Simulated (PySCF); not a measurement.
C6H8FO2 (doublet state).
Cartesian coordinates in Å at the GFN2-xTB level; atoms count from 1:
```
atom  x, y, z in Å
C1     3.0040    0.1974   -0.7619
C2     1.6173   -0.1180   -0.8147
O3     0.9189   -0.0718   -1.8146
O4     1.1400   -0.4955    0.3975
C5    -0.2441   -0.8222    0.4693
C6    -1.1009    0.4198    0.5919
C7    -1.1728    1.1074    1.7193
C8    -1.8067    0.8237   -0.6707
F9    -2.5616    1.9543   -0.4964
H10    3.5066    0.5042   -1.6594
H11    3.5348    0.1347    0.1686
H12   -0.3393   -1.4438    1.3619
H13   -0.5242   -1.3915   -0.4241
H14   -1.7561    2.0091    1.7893
H15   -0.6472    0.7930    2.6040
H16   -1.0840    1.0286   -1.4697
H17   -2.4918    0.0322   -1.0001
```

The hyperfine couplings belong to this conformer and change with its torsions.

As a line formula: `[CH2]C(=O)OCC(=C)CF` [radical].

Theory: UKS B3LYP, pcH-1 on C F H O, non-relativistic, mean-field spin-orbit, GIAO (PySCF). Isolated species at its GFN2-xTB geometry (one conformer only). The geometry wasn't refined by DFT: couplings that depend on bond lengths, twists or pyramidal angles can differ widely from those at the functional's own minimum. No stability test was run, so a lower SCF solution isn't excluded.

Task: Predict the first-order ENDOR lines of H10, H11, H12/H13 and H14 under fast tumbling at B = 339.8 mT (X band).

Result: ν± = |νn ± a/2|, one line for each electron-spin manifold; νn = |g_N| × 7.62259 MHz/T × B.

```json
{"nuclei": "H10", "isotope": "1H", "g_N": "5.5857", "νn (MHz)": "14.47", "a_iso (MHz)": "-57.95", "lower line (MHz)": "14.51", "upper line (MHz)": "43.44"}
{"nuclei": "H11", "isotope": "1H", "g_N": "5.5857", "νn (MHz)": "14.47", "a_iso (MHz)": "-57.72", "lower line (MHz)": "14.39", "upper line (MHz)": "43.33"}
{"nuclei": "H12/H13", "isotope": "1H", "g_N": "5.5857", "νn (MHz)": "14.47", "a_iso (MHz)": "2.60", "lower line (MHz)": "13.17", "upper line (MHz)": "15.77"}
{"nuclei": "H14", "isotope": "1H", "g_N": "5.5857", "νn (MHz)": "14.47", "a_iso (MHz)": "0.64", "lower line (MHz)": "14.15", "upper line (MHz)": "14.79"}
```

Task: Which pairs are centred on the nuclear Larmor frequency, and which on half the coupling?

Result: Centred on νn, since |a| < 2νn: H12/H13 and H14. Centred on |a|/2 and split by 2νn: H10 and H11.

Means are taken over nuclei equivalent by connectivity, which assumes that they swap fast. H10 and H11 aren't averaged: C1 is flat or nearly so (angle sum 360°), and its turn about the short C1–C2 bond (1.42 Å) is taken as slow.

The largest Mulliken spin populations are on C1 (+0.95), O3 (+0.18) and C2 (-0.09). The angles at C1 add up to 360.0°, so it is planar; its axial dipolar tensor and the negative couplings of its protons fit spin in a p orbital normal to that plane.
